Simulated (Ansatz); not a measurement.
`C=CC=S` + `C[SiH](O)Cl` → `C[SiH](Cl)OC=S` + `C=C`  (substitution at a C–C bond)

Isolated molecules relaxed with PBE0-D4/def2-TZVP in Ansatz; ΔE leaves out vibrations. CBS: MP2 limit from def2 TZ/QZ plus the TZ coupled-cluster correction, frozen cores. This one scheme is used for every species. Functionals use def2-TZVPP. B3LYP here is the variant with VWN-RPA as its local correlation; programs differ in this. Each species was taken in one conformer, which may not be the lowest.

| level | ΔE (kJ/mol) | difference from CCSD(T)/CBS |
| --- | --- | --- |
| PBE-D4 | 37.0 | -6.4 |
| r2SCAN-D4 | 38.6 | -4.8 |
| PBE0-D4 | 39.3 | -4.1 |
| B3LYP-D4 | 35.9 | -7.5 |
| ωB97X-V | 31.8 | -11.6 |
| ωB97M-V | 34.1 | -9.3 |
| B2PLYP | 39.3 | -4.1 |
| PBE | 38.7 | -4.7 |
| r2SCAN | 39.4 | -4.0 |
| PBE0 | 41.0 | -2.4 |
| B3LYP | 38.4 | -5.0 |
| HF/def2-TZVPP | 36.9 | -6.5 |
| MP2/def2-TZVPP | 44.8 | 1.4 |
| SCS-MP2/def2-TZVPP | 42.1 | -1.3 |
| CCSD/def2-TZVPP | 40.4 | -3.0 |
| CCSD(T)/def2-TZVPP | 40.8 | -2.6 |
| HF/def2-QZVPP | 36.8 | -6.6 |
| MP2/def2-QZVPP | 46.3 | 2.9 |
| SCS-MP2/def2-QZVPP | 43.8 | 0.4 |
| HF/CBS(def2) | 36.8 | -6.6 |
| MP2/CBS(def2) | 47.4 | 4.0 |
| CCSD/CBS(def2) | 43.0 | -0.4 |
| CCSD(T)/CBS | 43.4 | 0 |

Largest T1 diagnostic among the species: 0.016.

In def2-TZVPP, CCSD(T) changes the Hartree–Fock value by +3.9 kJ/mol (the triples alone add +0.4 kJ/mol) and MP2 by +7.9 kJ/mol.
